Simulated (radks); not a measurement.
Values are calculated unless marked as measured or tabulated.
Q: Tc III, configuration [Kr] 4d4 7p1 (not the ground configuration). Code: a radial shooting solver on a logarithmic mesh with Libxc functionals. Model: Dirac Kohn-Sham, BLYP, spin-unpolarised, spherical densities, finite nucleus; open shells fill j = l - 1/2 first; Fermi nuclear charge, rms radius 4.4112 fm. Some entries of the table are withheld. Estimate them.

| orbital | occ. | eigenvalue (hartree) | <r> (bohr) |
|---|---|---|---|
| 1s1/2 | 2 | -767.6513 | 0.03428 |
| 2s1/2 | 2 | (1) | 0.1493 |
| 2p1/2 | 2 | -101.8624 | 0.1271 |
| 2p3/2 | 4 | -97.51414 | 0.1318 |
| 3s1/2 | 2 | (2) | 0.4153 |
| 3p1/2 | 2 | -16.77623 | (3) |
| 3p3/2 | 4 | -16.04899 | (4) |
| 3d3/2 | 4 | (5) | 0.3970 |
| 3d5/2 | 6 | (6) | 0.4005 |
| 4s1/2 | 2 | -3.67798 | 1.051 |
| 4p1/2 | 2 | -2.71500 | (7) |
| 4p3/2 | 4 | -2.60352 | (8) |
| 4d3/2 | 4 | -1.17307 | 1.522 |
| 7p1/2 | 1 | -0.18701 | 10.25 |

A: 
(1) 2s1/2 eigenvalue (hartree): -110.3649
(2) 3s1/2 eigenvalue (hartree): -20.04338
(3) 3p1/2 <r> (bohr): 0.4091
(4) 3p3/2 <r> (bohr): 0.4197
(5) 3d3/2 eigenvalue (hartree): -10.26560
(6) 3d5/2 eigenvalue (hartree): -10.12576
(7) 4p1/2 <r> (bohr): 1.139
(8) 4p3/2 <r> (bohr): 1.167
